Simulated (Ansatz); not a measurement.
cis-NiBr2(NH3)2 (NiBr₂N₂H₆). The state is a triplet with charge 0. Geometry PBE-D4/def2-SVP; atoms count from 1.

```xyz
11

Ni    0.5512    0.4688    0.4367
Br    0.3432   -0.3060    2.6456
Br    1.5163    1.8843   -1.1716
N    -1.4045    0.9334    0.1390
H    -2.0030    0.4671    0.8365
H    -1.7738    0.7475   -0.8036
H    -1.4945    1.9495    0.2843
N     0.9785   -1.2955   -0.4775
H     1.7919   -1.6956    0.0123
H     1.2510   -1.1381   -1.4589
H     0.2438   -2.0154   -0.4427
```

The name describes the singlet; other states may take another shape.

Problem. Estimate the Mulliken populations from the PBE0/def2-TZVP orbitals of Ansatz.

Solution. 
| atom | charge (e) | spin (α − β) | d electrons |
| --- | --- | --- | --- |
| Ni1 | 0.52 | 1.69 | 8.42 |
| Br2 | -0.51 | 0.08 | – |
| Br3 | -0.51 | 0.08 | – |
| N4 | -0.59 | 0.07 | – |
| H5 | 0.28 | 0.00 | – |
| H6 | 0.27 | 0.00 | – |
| H7 | 0.28 | 0.00 | – |
| N8 | -0.59 | 0.07 | – |
| H9 | 0.28 | 0.00 | – |
| H10 | 0.28 | 0.00 | – |
| H11 | 0.27 | 0.00 | – |
Mulliken values depend strongly on the basis.

Problem. Where does the spin sit?

Solution. Summed by element: Ni 1.69, Br 0.16, N 0.15, H 0.00, of 2 unpaired in all. Largest on single atoms: Ni1 1.69, Br2 0.08, Br3 0.08.

Problem. And the Mayer bond orders between heavy atoms (over 0.3)?

Solution. Ni1–Br2 0.81 (2.35 Å); Ni1–Br3 0.81 (2.35 Å); Ni1–N4 0.44 (2.03 Å); Ni1–N8 0.44 (2.03 Å).
